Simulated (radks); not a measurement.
The numbers below are computed, except where a source is named.
Problem. Isoelectronic series with 9 electrons, all held in the configuration [He] 2s2 2p5, which need not be the ground one along the series. Level of theory: Dirac Kohn-Sham, BLYP, spin-unpolarised, spherical densities, finite nucleus; open shells fill j = l - 1/2 first; Fermi nuclear charge, rms radius of each element as measured or else 0.836 A^(1/3) + 0.57 fm (a radial shooting solver on a logarithmic mesh with Libxc functionals). Total energies (hartree) and mean radii <r> (bohr) (* marks an orbital that is empty in some or all of the ions):

| ion | E (hartree) | 3p3/2* | 3p1/2* | 3s1/2* | 2p3/2 | 2p1/2 |
|---|---|---|---|---|---|---|
| As24+ | -1841.94375 | 0.4694 | 0.4643 | 0.4834 | 0.1717 | 0.1683 |
| Se25+ | -1963.63664 | 0.4524 | 0.4471 | 0.4662 | 0.1659 | 0.1625 |
| Br26+ | -2089.39734 | 0.4365 | 0.4312 | 0.4502 | 0.1605 | 0.1570 |
| Kr27+ | -2219.24691 | 0.4218 | 0.4162 | 0.4351 | 0.1555 | 0.1518 |
| Rb28+ | -2353.20757 | 0.4079 | 0.4022 | 0.4210 | 0.1507 | 0.1469 |
| Sr29+ | -2491.30213 | 0.3949 | 0.3891 | 0.4077 | 0.1462 | 0.1424 |
| Zr31+ | -2779.98928 | 0.3713 | 0.3652 | 0.3834 | 0.1380 | 0.1339 |
| Nb32+ | -2930.63171 | 0.3605 | 0.3542 | 0.3722 | 0.1342 | 0.1301 |
| Mo33+ | -3085.50812 | 0.3502 | 0.3438 | 0.3617 | 0.1306 | 0.1264 |
| Tc34+ | -3244.64898 | 0.3406 | 0.3340 | 0.3517 | 0.1272 | 0.1229 |
| Ru35+ | -3408.07911 | 0.3314 | 0.3247 | 0.3421 | 0.1240 | 0.1196 |
| Rh36+ | -3575.83181 | 0.3227 | 0.3159 | 0.3331 | 0.1209 | 0.1164 |
| Pd37+ | -3747.93542 | 0.3145 | 0.3075 | 0.3245 | 0.1180 | 0.1134 |
| Ag38+ | -3924.42366 | 0.3066 | 0.2995 | 0.3163 | 0.1152 | 0.1105 |
| Cd39+ | -4105.32629 | 0.2991 | 0.2918 | 0.3084 | 0.1125 | 0.1077 |
| Sn41+ | -4480.52394 | 0.2852 | 0.2776 | 0.2937 | 0.1075 | 0.1025 |
| Sb42+ | -4674.88890 | 0.2786 | 0.2709 | 0.2869 | 0.1052 | 0.1001 |
| Te43+ | -4873.81247 | 0.2724 | 0.2645 | 0.2803 | 0.1030 | 0.09776 |
| I44+ | -5077.34096 | 0.2664 | 0.2584 | 0.2739 | 0.1008 | 0.09551 |
| Xe45+ | -5285.50858 | 0.2607 | 0.2525 | 0.2679 | 0.09874 | 0.09335 |
| Cs46+ | -5498.3618 | 0.2552 | 0.2468 | 0.2620 | 0.09676 | 0.09126 |

Estimate the row of In40+.

Solution. E (hartree) -4290.68267; 3p3/2* 0.2920; 3p1/2* 0.2845; 3s1/2* 0.3009; 2p3/2 0.1100; 2p1/2 0.1051.
